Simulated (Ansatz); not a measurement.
In oxide hydroxide: PBE-D4/def2-SVP single points in Ansatz on relaxed structures, gas phase. Each cluster is the lowest isomer that a short search found in that spin, judged at the geometry's level, and lower ones may exist. Core potentials for In, no spin–orbit coupling. Binding counts from free atoms in the multiplicity of their measured ground term, without zero-point energy. The structures are stationary points that may keep the symmetry of their start.

Question: Estimate the order by HOMO (eV), lowest first.
A. InO2H (with an O–O bond) (singlet)
B. In2O4H2 (singlet)
C. InO3H3 (singlet)

Answer: C (-6.50), B (-5.87), A (-4.80).

In full:

| species | atoms | state | geometry | HOMO (eV) | LUMO (eV) | gap (eV) | binding per atom (eV) | point group (within 0.1 Å) |
| --- | --- | --- | --- | --- | --- | --- | --- | --- |
| InO2H (with an O–O bond) | 4 | singlet | PBE0-D4/def2-TZVP | -4.80 | -1.91 | 2.89 | 2.83 | – |
| InO3H3 | 7 | singlet | PBE0-D4/def2-SVP | -6.50 | -2.65 | 3.85 | 3.38 | Cs |
| In2O4H2 | 8 | singlet | B3LYP-D4/def2-SVP | -5.87 | -3.28 | 2.59 | 3.37 | C2v |

The gap (eV) runs from 2.59 (In2O4H2) to 3.85 (InO3H3). The binding per atom (eV) runs from 2.83 (InO2H (with an O–O bond)) to 3.38 (InO3H3).
